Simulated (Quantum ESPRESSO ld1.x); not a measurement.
The numbers below are computed, except where a source is named.
Question: The selenium ion Se21+, 13 electrons, occupied as [Ne] 3s2 3p1. Code: ld1.x of Quantum ESPRESSO 7.5. Model: scalar-relativistic Kohn-Sham, LDA (Slater exchange, Perdew-Zunger correlation), spin-polarised, spherical densities, point nucleus; open shells are filled with parallel spins first. Some entries of the table are withheld. Estimate them.

orbital  occ.  eigenvalue (eV)  <r> (bohr)  r(max) (bohr)
1s up       1         -13393.1     0.04413          0.029
1s down     1         -13391.7     0.04413          0.029
2s up       1         -2477.01      0.1936          0.164
2s down     1         -2475.65      0.1935          0.164
2p up       3         -2293.39      0.1685          0.130
2p down     3         -2291.79      0.1684          0.130
3s up       1         -923.570      0.4841          0.454
3s down     1         -918.424      0.4846          0.454
3p up       1              (1)      0.4721          0.439
3p down     0              (2)      0.4726          0.439
3d up       0         -784.814         (3)          0.360
3d down     0         -780.248         (4)          0.357
4s up       0              (5)      0.9169          0.917
4s down     0              (6)      0.9196          0.925

Answer: 
(1) 3p up eigenvalue (eV): -865.524
(2) 3p down eigenvalue (eV): -860.382
(3) 3d up <r> (bohr): 0.4249
(4) 3d down <r> (bohr): 0.4248
(5) 4s up eigenvalue (eV): -473.374
(6) 4s down eigenvalue (eV): -471.633
